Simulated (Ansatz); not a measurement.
Computed with Ansatz on PBE0-D4/def2-TZVP structures; ΔE is electronic, products minus reactants. CCSD(T)/CBS is the MP2 limit (def2-TZVPP, def2-QZVPP) plus CCSD(T) − MP2 in def2-TZVPP, frozen cores. Functionals use def2-TZVPP. For Mg outer-core shells are correlated without core-valence functions, which leaves a few kJ/mol of doubt a bond. Each species was taken in one conformer, which may not be the lowest.

`F[SiH](F)C[SiH3]` + `C[CH2][Mg][OH]` → `C[CH2][Mg][O][SiH3]` + `C[SiH](F)F`  (ligand exchange at the Si–C bond)

`F[SiH](F)C[SiH3]`:

Z-matrix (Å, degrees):
```
Si
F 1 1.590
C 1 1.838 2 109.8
F 1 1.590 2 107.1 3 119.0
H 1 1.477 2 107.5 3 -125.7
Si 3 1.882 1 116.6 2 58.2
H 3 1.096 1 108.1 2 -64.2
H 3 1.096 1 108.0 2 -179.4
H 6 1.485 3 110.2 1 59.6
H 6 1.487 3 109.5 1 179.3
H 6 1.485 3 110.1 1 -61.0
```

`C[CH2][Mg][OH]`:

```xyz
10

C     0.166    1.297   -0.913
C    -0.620    0.020   -0.608
Mg    0.060   -1.136    0.996
O     0.629   -2.117    2.348
H     1.212    1.088   -1.156
H    -0.249    1.850   -1.765
H     0.173    1.988   -0.065
H    -1.671    0.271   -0.415
H    -0.641   -0.622   -1.497
H     0.941   -2.638    3.074
```

`C[CH2][Mg][O][SiH3]`:

```xyz
13

C     1.898   -0.834   -1.905
C     1.881   -0.632   -0.388
Mg    0.083    0.031    0.439
O    -1.469    0.603    1.150
Si   -2.870    1.115    1.754
H     2.873   -1.182   -2.266
H     1.675    0.090   -2.446
H     1.161   -1.575   -2.230
H     2.153   -1.568    0.114
H     2.662    0.082   -0.100
H    -2.797    1.301    3.234
H    -3.973    0.144    1.483
H    -3.278    2.425    1.162
```

`C[SiH](F)F`:

Cartesian coordinates in Å:
```
C -0.328 0.928 -0.088
Si 0.299 -0.798 0.028
F -0.898 -1.783 0.384
F 1.355 -0.910 1.212
H -0.791 1.236 0.853
H -1.073 1.014 -0.882
H 0.489 1.619 -0.310
H 0.947 -1.306 -1.198
```

```tsv
level	ΔE (kJ/mol)
ωB97M-V	-118.4
PBE	-112.6
PBE0	-116.6
HF/def2-TZVPP	-143.9
CCSD/def2-TZVPP	-125.7
CCSD(T)/def2-TZVPP	-123.3
SCS-MP2/def2-QZVPP	-129.0
CCSD/CBS(def2)	-126.0
```

(1) What does CCSD(T)/CBS give? (An estimate is asked.)

Largest T1 diagnostic among the species: 0.011.

## Answers

(1) Computed: -123.6 kJ/mol. The listed levels differ from it by 5.2, 11.0, 7.0, -20.3, -2.1, 0.3, -5.4, -2.4 kJ/mol.

In def2-TZVPP, CCSD(T) changes the Hartree–Fock value by +20.6 kJ/mol (the triples alone add +2.4 kJ/mol) and MP2 by +20.8 kJ/mol. The D4 term adds +5.8 kJ/mol with B3LYP and +3.2 kJ/mol with PBE0; it sums over pairs of atoms, weighted by their polarisabilities, and B3LYP, whose exchange is more repulsive, gets the larger term.

CCSD(T)/CBS has its own doubt, a few kJ/mol and more with outer-core shells, so smaller differences from it don't rank the levels.

B3LYP here is the variant with VWN-RPA as its local correlation; programs differ in this.
